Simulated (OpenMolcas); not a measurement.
**Mo²⁺: Racah parameters, the spin-orbit constant, worked from levels**

- Program: OpenMolcas 26.06
- Basis: ANO-R2 [7s5p4d2f1g]
- Scalar Hamiltonian: X2C, finite nucleus
- Active space: 4 electrons in 6 orbitals (4d 5s)
- State averaging: 2S+1 = 5 even, 15 roots; 2S+1 = 3 even, 95 roots kept (CI in the orbitals of an earlier block); 2S+1 = 1 even, 90 roots kept (CI in the orbitals of an earlier block)
- Spin-orbit coupling: state interaction with AMFI integrals over the reference wave functions, term energies averaged over their components

Methods: CASSCF; MS-CASPT2, IPEA 0.25 Eh, imaginary shift 0.1 Eh (closed shells correlated: 4s 4p). Measured levels: Sugar and Musgrove, J. Phys. Chem. Ref. Data 17, 155 (1988).

**Racah parameters.** Above 5D, d4 has 3G at 9B + 4C, 3H at 4B + 4C and 3D at 16B + 4C. The first two fix B and C, and the third tests them; where it misses by thousands of cm-1, two parameters do not describe the configuration (Trees and configuration-interaction terms are left out) and B and C hang on the terms chosen. Term energies are centres of gravity, weighted by 2J + 1.

```csv
Source,3G,3H,B,C,C/B,"3D from B, C",3D found
CASSCF,19378,15276,820,2999,3.66,25116,24245
MS-CASPT2,16315,13203,622,2678,4.31,20664,19532
measured,15172,12145,605,2431,4.02,19404,
```

Energies in cm-1. From CASSCF to MS-CASPT2, B changes by -24.1 % and C by -10.7 %. Against the measured terms, MS-CASPT2 has B off by +2.8 % and C by +10.2 %.

**The spin-orbit constant.** For the Hund term 5D of d4, E(J) = (A/2) J(J+1) + constant and ζ = 2S·A = 4A. From J = 0 to J = 4 the energy changes by 10 A.

```
   Source  E(4) - E(0)      A    ζ
   CASSCF       1926.6  192.7  771
MS-CASPT2       1952.1  195.2  781
 measured       1872.3  187.2  749
```

All in cm-1. MS-CASPT2 is off by +4.3 % and CASSCF by +2.9 %. Both methods take the spin-orbit matrix elements from the reference wave functions, so the second can move ζ only through the term energies and any multistate remixing. Second-order mixing with other terms is absorbed into this ζ.

Term energies are means over components that CASPT2 splits; among the terms shown or strongly mixed into the levels shown the widest spread is 210 cm-1 (4d4 3F(1), MS-CASPT2). Terms from blocks run as CI alone lack orbitals of their own. Configurations are named by rounded mean occupations; where the s occupation lies near a half they are strongly mixed, a name can repeat and a true partner stay unpaired. Without dynamic correlation excited terms often stand tens of per cent too high (terms of higher spin than the ground term too low), and those without a measured partner can miss by more than the paired ones (holds for CASSCF). Blocks of more than 70 roots (2S+1 = 3 even, 1 even) ran without multistate coupling (holds for MS-CASPT2). Computed and measured levels are paired by configuration, term and J; levels that our copy of the source lacks, or whose pairing is in doubt (as where it misses far off the trend of its configuration), stay unpaired and out of the deviations. Only configurations of the active space appear.

A number in round brackets counts repeated terms of one configuration in the order of the reference energies.
